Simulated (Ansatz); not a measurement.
Consider the ligand exchange at a Ge–F bond: `[F][GeH]([F])[F]` + silanol → `[F][GeH]([F])[O][SiH3]` + H–F.

Program: Ansatz. Geometries: PBE0-D4/def2-TZVP. ΔE: electronic, gas phase. CCSD(T)/CBS is the MP2 limit (def2-TZVPP, def2-QZVPP) plus CCSD(T) − MP2 in def2-TZVPP, frozen cores. This one scheme is used for every species. DFT in def2-TZVPP. HSE06 is defined as in plane-wave codes. For Ge outer-core shells are correlated without core-valence functions, which leaves a few kJ/mol of doubt a bond. Scalar relativity is left out up to krypton. One conformer a species, not always the lowest.

`[F][GeH]([F])[F]`:

```xyz
5

F     0.961   -0.709    1.176
Ge   -0.082    0.005    0.029
F     0.051   -0.931   -1.392
F     0.581    1.535   -0.339
H    -1.511    0.100    0.527
```

`O[SiH3]`:

```xyz
6

O    -0.302   -0.513    1.135
Si    0.247    0.148   -0.271
H    -1.241   -0.683    1.212
H    -0.044   -0.727   -1.440
H     1.711    0.296   -0.105
H    -0.370    1.478   -0.531
```

`[F][GeH]([F])[O][SiH3]`:

Z-matrix (Å, degrees):
```
Ge
F 1 1.718
O 1 1.729 2 108.3
F 1 1.717 2 104.7 3 115.5
H 1 1.517 2 111.3 3 -124.4
Si 3 1.652 1 137.1 2 51.3
H 6 1.483 3 107.9 1 132.7
H 6 1.483 3 108.9 1 -108.2
H 6 1.485 3 110.5 1 12.4
```

H–F:

Cartesian coordinates in Å:
```
F 0.189 -0.330 -0.258
H -0.189 0.330 0.258
```

| level | ΔE (eV) |
| --- | --- |
| r2SCANh-D4 | 0.12 |
| r2SCAN0-D4 | 0.09 |
| CAM-B3LYP-D4 | 0.10 |
| r2SCAN | 0.15 |
| HSE06 | 0.13 |
| RPA@PBE/def2-TZVPP | 0.04 |
| HF/def2-TZVPP | 0.11 |
| HF/def2-QZVPP | 0.12 |

Task: What does CCSD(T)/CBS give? (An estimate is asked.)

Result: Computed: 0.00 eV. The listed levels differ from it by 0.12, 0.09, 0.10, 0.15, 0.13, 0.04, 0.11, 0.12 eV.

Largest T1 diagnostic among the species: 0.012.

Leaving LDA and LC-ωPBE aside and taking each functional with its dispersion term where it has one, the values, not all of them listed here, spread over 0.13 eV, from BHLYP-D4 to B97M-V. LDA lies −0.06 eV from PBE without D4. From PBE to PBE0 (25 % exact exchange), in def2-TZVPP and without D4, ΔE moves by −0.05 eV. At CCSD(T), def2-SVP lies +0.05 eV from the extrapolated value and def2-TZVPP +0.03 eV.
